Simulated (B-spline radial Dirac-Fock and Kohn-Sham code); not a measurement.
**Kohn-Sham estimates against Dirac-Fock for the levels of Au**

System: neutral gold, configuration [Xe] 4f14 5d9 6s2 (an excited configuration).

The density-functional columns are spherical, spin-unpolarised Dirac-Kohn-Sham results without Breit or QED terms: −ε is minus the orbital energy of the initial state and ΔSCF the difference of two total energies. The reference in the last column comes from Dirac-Fock energy differences between relaxed states, corrected for Breit and QED terms. All numbers are from a B-spline atomic structure program, in eV; a selection of levels is shown. For the 1s level of heavy atoms much of the gap between ΔSCF and the reference is the Breit and QED part, -435.1 eV here; for other levels the error of the functional can be larger.

```
     level   LDA −ε  LDA ΔSCF  Dirac-Fock
    K (1s)  80548.0   81154.6     80730.5
   L1 (2s)  14205.6   14316.7     14372.4
L2 (2p1/2)  13631.4   13775.6     13745.0
L3 (2p3/2)  11797.9   11918.5     11930.2
   M1 (3s)   3354.5    3386.1      3444.8
M2 (3p1/2)   3094.6    3128.8      3165.6
M3 (3p3/2)   2690.1    2720.5      2760.7
M4 (3d3/2)   2255.2    2292.2      2303.3
   N1 (4s)    729.7     743.5       779.1
N2 (4p1/2)    618.7     632.4       659.7
N3 (4p3/2)    521.4     534.3       562.1
N4 (4d3/2)    338.9     351.6       367.0
N6 (4f5/2)    86.47     98.40       96.40
N7 (4f7/2)    82.65     94.46       92.73
   O1 (5s)    111.3     118.6       125.7
O2 (5p1/2)    75.03     81.98       85.18
O3 (5p3/2)    58.24     64.82       68.75
 O4,5 (5d)     9.20     14.66       12.94
   P1 (6s)     6.96     10.77        8.27
```

Values without a named source are computed, but for edge energies of neutral atoms, which are taken from tables.
